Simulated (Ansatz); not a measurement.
C2H6F2OSi can be A, `C[SiH2]C(O)(F)F`, or B, `FCOC(F)[SiH3]`.

Gas-phase electronic energies from Ansatz, PBE0-D4/def2-TZVP geometries. CCSD(T)/CBS is the MP2 limit (def2-TZVPP, def2-QZVPP) plus CCSD(T) − MP2 in def2-TZVPP, frozen cores. DFT in def2-TZVPP. B3LYP here is the variant with VWN-RPA as its local correlation; programs differ in this. One conformer a species, not always the lowest.

(1) Which is lower in electronic energy at CCSD(T)/CBS, and by how much? (An estimate is asked.)

(2) Give E(B) − E(A) in kJ/mol with B3LYP-D4, ωB97M-V, CCSD/def2-TZVPP, CCSD(T)/def2-TZVPP, PBE-D4, B2PLYP, PBE0-D4. (Best estimate.)

Largest T1 diagnostic: 0.012.

## Answers

(1) Computed: A, by 118.6 kJ/mol.

(2) Ansatz gave: B3LYP-D4 113.0, ωB97M-V 122.2, CCSD/def2-TZVPP 114.2, CCSD(T)/def2-TZVPP 115.1, PBE-D4 119.4, B2PLYP 114.3, PBE0-D4 121.6. None reverses the order clearly.

In def2-TZVPP, CCSD(T) changes the Hartree–Fock value by +10.9 kJ/mol (the triples alone add +0.9 kJ/mol) and MP2 by +18.3 kJ/mol.
